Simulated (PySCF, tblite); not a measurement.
Compound: C9H16.
Numbering: `[CH:1]#[C:2][CH2:3][C@@H:4]([CH3:5])[CH2:6][CH:7]([CH3:8])[CH3:9]` (hydrogens: H10 on C1; H11, H12 on C3; H13 on C4; H14, H15, H16 on C5; H17, H18 on C6; H19 on C7; H20, H21, H22 on C8; H23, H24, H25 on C9)

Computed geometry: GFN2-xTB, gas phase.

**Question.** List the bond lengths, angles and torsions at this level.

**Answer.** 
| bond | length (pm) |
| --- | --- |
| C1≡C2 | 119.7 |
| C2–C3 | 144.8 |
| C3–C4 | 153.8 |
| C4–C5 | 152.8 |
| C4–C6 | 153.3 |
| C6–C7 | 153.3 |
| C7–C8 | 152.8 |
| C7–C9 | 152.7 |
| C1–H10 | 104.9 |
| C3–H11 | 109.5 |
| C3–H12 | 109.3 |
| C4–H13 | 109.5 |
| C5–H14, C5–H15, C5–H16 | 108.8 |
| C6–H17 | 109.3 |
| C6–H18 | 109.3 |
| C7–H19 | 109.5 |
| C8–H20, C8–H21, C8–H22 | 108.8 |
| C9–H23, C9–H24, C9–H25 | 108.8 |

Bonds in one row agree within 1 pm and their mean is given. A selection of angles:
| angle | degrees |
| --- | --- |
| C2–C1–H10 | 179.5 |
| C1–C2–C3 | 179.3 |
| C2–C3–C4 | 112.3 |
| C2–C3–H11 | 108.5 |
| C2–C3–H12 | 108.9 |
| C4–C3–H11 | 109.1 |
| C4–C3–H12 | 110.1 |
| H11–C3–H12 | 107.7 |
| C3–C4–C5 | 109.7 |
| C3–C4–C6 | 112.3 |
| C3–C4–H13 | 107.7 |
| C5–C4–C6 | 109.6 |
| C5–C4–H13 | 108.2 |
| C6–C4–H13 | 109.2 |
| C4–C5–H14 | 110.2 |
| C4–C5–H15 | 110.7 |
| H14–C5–H15 | 108.5 |
| H14–C5–H16 | 108.3 |
| C4–C6–C7 | 116.1 |
| C4–C6–H17 | 108.1 |
| C4–C6–H18 | 108.1 |
| C7–C6–H17 | 108.4 |
| C7–C6–H18 | 108.3 |
| H17–C6–H18 | 107.6 |
| C6–C7–C8 | 109.1 |
| C6–C7–C9 | 112.2 |
| C6–C7–H19 | 109.0 |
| C8–C7–C9 | 109.7 |
| C8–C7–H19 | 107.9 |
| C9–C7–H19 | 109.0 |
| C7–C8–H20 | 110.7 |
| C7–C8–H22 | 110.4 |
| H20–C8–H21 | 108.4 |
| C7–C9–H23 | 110.3 |
| C7–C9–H25 | 111.5 |
| H23–C9–H24 | 108.2 |

Dihedral angles: C2–C3–C4–C5 -66° (synclinal); C3–C4–C6–C7 58° (synclinal); C4–C6–C7–C8 180° (antiperiplanar).

The 8 C–C bonds span 1.197 Å (C1≡C2, drawn triple) to 1.538 Å (C3–C4, drawn single), a spread of 0.341 Å. Of the pairs four or more bonds apart, C2···H17 is among the closest relative to their van der Waals radii: 2.65 Å, 91 % of the sum of Bondi's values.

Point group: C1 (no symmetry element, even within 0.4 Å). Its GFN2-xTB frequencies are all real (lowest 38 cm⁻¹). One conformer, not necessarily the lowest. 2 starts were optimised and ended at 0.00 and 1.80 kcal/mol (GFN2-xTB); the lowest of these is shown.
